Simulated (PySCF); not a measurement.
Au (SMILES [Au+]), charge +1, singlet (core potentials on Au); HF/def2-SVP in PySCF.

PySCF was given this input:
```python
from pyscf import gto, scf

mol = gto.M(
    atom='''
Au    0.000000    0.000000    0.000000
''',
    basis='def2-svp',
    ecp={'Au': 'def2-svp'},
    charge=1,
    spin=0,
    verbose=4,
)

mf = scf.RHF(mol)
mf.kernel()
```

Problem. Predict the main parts of the log of this PySCF run.

Solution. 
```
PySCF version 2.14.0

[INPUT] verbose = 4
[INPUT] num. atoms = 1
[INPUT] num. electrons = 18
[INPUT] charge = 1
[INPUT] spin (= nelec alpha-beta = 2S) = 0
[INPUT] symmetry False subgroup None
[INPUT] Mole.unit = angstrom
[INPUT] Symbol           X                Y                Z      unit          X                Y                Z       unit  Magmom
[INPUT]  1 Au     0.000000000000   0.000000000000   0.000000000000 AA    0.000000000000   0.000000000000   0.000000000000 Bohr   0.0

nuclear repulsion = 0
number of shells = 12
number of NR pGTOs = 57
number of NR cGTOs = 32
basis = def2-svp
ecp = {'Au': 'def2-svp'}

******** <class 'pyscf.scf.hf.RHF'> ********
method = RHF
initial guess = minao
damping factor = 0
level_shift factor = 0
DIIS = <class 'pyscf.scf.diis.CDIIS'>
diis_start_cycle = 1
diis_space = 8
diis_damp = 0
SCF conv_tol = 1e-09
SCF conv_tol_grad = None
SCF max_cycles = 50
direct_scf = True
direct_scf_tol = 1e-13
Set gradient conv threshold to 3.16228e-05
Initial guess from minao.
init E= -122.561838206308
  HOMO = -1.31720192694451  LUMO = -0.696215510536092  gap/eV = 16.89790
cycle= 1 E= -134.31676159439  delta_E= -11.8  |g|=    1  |ddm|= 10.2
  HOMO = -0.574532188063037  LUMO = -0.223333809096134  gap/eV = 9.55659
cycle= 2 E= -134.468568644321  delta_E= -0.152  |g|= 0.424  |ddm|= 1.31
  HOMO = -0.774524032144673  LUMO = -0.278642343261701  gap/eV = 13.49363
cycle= 3 E= -134.502264299941  delta_E= -0.0337  |g|= 0.0274  |ddm|= 0.41
  HOMO = -0.764858563349742  LUMO = -0.274816351084661  gap/eV = 13.33473
cycle= 4 E= -134.502437404573  delta_E= -0.000173  |g|= 0.00127  |ddm|= 0.0261
  HOMO = -0.765399245643559  LUMO = -0.2750371169828  gap/eV = 13.34343
cycle= 5 E= -134.502437605128  delta_E= -2.01e-07  |g|= 4.32e-05  |ddm|= 0.0016
  HOMO = -0.76541236987295  LUMO = -0.27504361975636  gap/eV = 13.34361
cycle= 6 E= -134.502437605376  delta_E= -2.47e-10  |g|= 1.43e-06  |ddm|= 3.37e-05
  HOMO = -0.765413296872422  LUMO = -0.275043870038274  gap/eV = 13.34363
Extra cycle  E= -134.502437605376  delta_E= -1.42e-13  |g|= 2.31e-07  |ddm|= 1.26e-06
converged SCF energy = -134.502437605376
```
